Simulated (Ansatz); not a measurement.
Geometry optimisation, RKS PBE0/def2-SVP in Ansatz 0.2.0.

Input file:

```yaml
crystal:
  periodic: [false, false, false]
  atoms:
    - { symbol: Ga, position_ang: [0.078481, 0.305082, -0.056151] }
    - { symbol: Cl, position_ang: [-0.015767, 0.393503, 2.163506] }
    - { symbol: H, position_ang: [1.479507, 0.611934, -0.659614] }
    - { symbol: H, position_ang: [-1.316754, 0.036779, -0.702681] }
    - { symbol: S, position_ang: [0.320626, -3.031349, 0.823894] }
    - { symbol: H, position_ang: [-0.954123, -3.306419, 0.475651] }
    - { symbol: H, position_ang: [-0.07007, -2.15713, 1.819596] }
basis:
  gaussian: { orbitals: def2-SVP }
hamiltonian:
  xc: pbe0
relax:
  f_tol: 0.03
  max_steps: 50
```

Launched with:

```bash
$ ansatz run input.yaml --threads 2 --pin off --max-ram 3072MiB --backend cpu --events-out ev --progress --plain --runs-dir out
```

Where does it end, and by what steps?

The forces met the threshold. The force dipped under the threshold on the way, but the program's further checks kept it going. After 19 steps the energy has fallen by 0.307 eV; H7 moved furthest, 0.75 Å. Joined: Ga1–S5 (3.46 → 2.64 Å).

```tsv
step	energy less start (eV)	largest force component (eV/Å)	accepted
0	0.0000	0.669	yes
1	-0.1141	0.443	yes
2	-0.2215	0.507	yes
3	-0.2793	0.182	yes
4	-0.2844	0.229	yes
5	-0.2172	0.693	no
6	-0.2940	0.089	yes
7	-0.2985	0.029	yes
8	-0.2977	0.336	no
9	-0.3008	0.047	yes
10	-0.3021	0.137	yes
11	-0.3030	0.087	yes
12	-0.3038	0.063	yes
13	-0.3049	0.085	yes
14	-0.3054	0.045	yes
15	-0.3056	0.069	yes
16	-0.3061	0.057	yes
17	-0.3064	0.006	yes
18	-0.3065	0.088	yes
19	-0.3067	0.010	yes
```

```xyz
7
Properties=species:S:1:pos:R:3
Ga 0.010 -0.015 0.027
Cl -0.441 0.431 2.133
H 1.504 0.227 -0.365
H -1.245 -0.028 -0.907
S 0.178 -2.615 0.435
H -1.105 -2.737 0.844
H 0.621 -2.411 1.697
```

The run took 32 s on 2 threads of Arm Neoverse V2, with other jobs on the host, peak memory 0.19 GiB.
